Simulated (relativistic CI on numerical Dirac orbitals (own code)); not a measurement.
## Os4+: calculation against measurement

Calculated at this level of theory: Dirac-Coulomb-Breit CI, orbitals from a KLI potential per configuration, QED by a radiative potential, valence Slater integrals scaled by 0.85, P86 correlation energy added to each configuration (own radial code, finite nucleus).

CI space (outside the closed core [Kr] 4d10 4f14 5s2): 5p⁶5d⁴, 5p⁶5d³6s, 5p⁶5d³6p, 5p⁶5d³5f, 5p⁶5d³5g, 5p⁶5d²6s6p, 5p⁶5d³7s, 5p⁶5d³6d, 5p⁵5d⁵, 5p⁶5d³7p, 5p⁶5d³7d, 5p⁶5d³6f, 5p⁶5d²6s², 5p⁶5d6s²6p, 5p⁶5d5f6s², 5p⁶5d5g6s², 5p⁶5d6s²7s, 5p⁶5d6s²6d, 5p⁶5d²6p², 5p⁶5d6s6p², 5p⁶5d6p³, 5p⁶5d5f6p², 5p⁶5d5g6p², 5p⁶5d6p²7s, 5p⁶5d6p²6d. Double excitations out of closed p, d and f shells are left out; levels of such configurations are missing from the list, as are those of other unlisted configurations, and high levels can miss mixing partners.

```
Configuration  Term (tabulated)  J  Measured (cm⁻¹)  Computed  Error  Purity (%)
       5p⁶5d⁴                5D  0              0.0         0      0          67
       5p⁶5d⁴                5D  1           4311.2      3712   -599          85
       5p⁶5d⁴                5D  2           8083.0      7152   -931          92
       5p⁶5d⁴                5D  3          11018.5      9958  -1060          89
       5p⁶5d⁴                5D  4          12966.1     12001   -966          73
       5p⁶5d⁴                3H  4          20373.8     19637   -737          59
       5p⁶5d⁴                3G  3          23942.3     23320   -622          60
       5p⁶5d⁴                3P  1          24679.7     23699   -980          78
       5p⁶5d⁴                3H  5          25343.9     24373   -971          78
       5p⁶5d⁴                3H  6          27669.2     26570  -1099          76
       5p⁶5d⁴                3F  3          32171.8     31592   -580          59
       5p⁶5d⁴                3G  5          37015.5     35529  -1486          78
       5p⁶5d⁴                3D  1          38535.8     37635   -900          89
       5p⁶5d⁴                1I  6          39283.5     37698  -1585          76
       5p⁶5d⁴                1F  3          46548.9     45781   -768          64
       5p⁶5d⁴                3F  3          55872.0     54764  -1108          80
       5p⁶5d⁴                3P  1          55987.5     55196   -791          96
     5p⁶5d³6s                5F  1          71190.4     75853   4663          89
     5p⁶5d³6s                5F  2          73848.7     78322   4473          88
     5p⁶5d³6s                5F  3          78168.3     82338   4169          94
     5p⁶5d³6s                5F  4          82424.4     86382   3958          91
     5p⁶5d³6s                5F  5          85963.9     89883   3919          78
     5p⁶5d³6s                5P  1          87332.4     92000   4667          77
     5p⁶5d³6s                3F  2          89238.8     93997   4758          64
     5p⁶5d³6s                5P  3          94638.7     98849   4211          89
     5p⁶5d³6s                3H  6         104990.6    108815   3825         100
     5p⁶5d³6s                3D  3         108078.7    112149   4071          89
     5p⁶5d³6s                1H  5         112647.5    116523   3876          78
     5p⁶5d³6s                3F  3         112937.4    117413   4476          88
     5p⁶5d³6s                3F  4         113528.1    117736   4207          78
     5p⁶5d³6s                1F  3         120656.4    125411   4754          82
```

Measured levels from measured levels as listed in Palmeri et al., Atoms 14, 22 (2026); pairs were made by configuration, J and term (by order where the table uses no LS term), so strongly mixed levels may be paired wrongly.

Mean error by configuration (cm⁻¹): 5p⁶5d⁴ -949; 5p⁶5d³6s 4288. Over the excited levels the mean absolute error is 2507 cm⁻¹ (30 of the 56 excited levels that our extract of the source holds in range could be paired, and the others can miss by more), and the median relative error of those above 1,000 cm⁻¹ is 4 %. Some levels of the ground configuration have no partner.
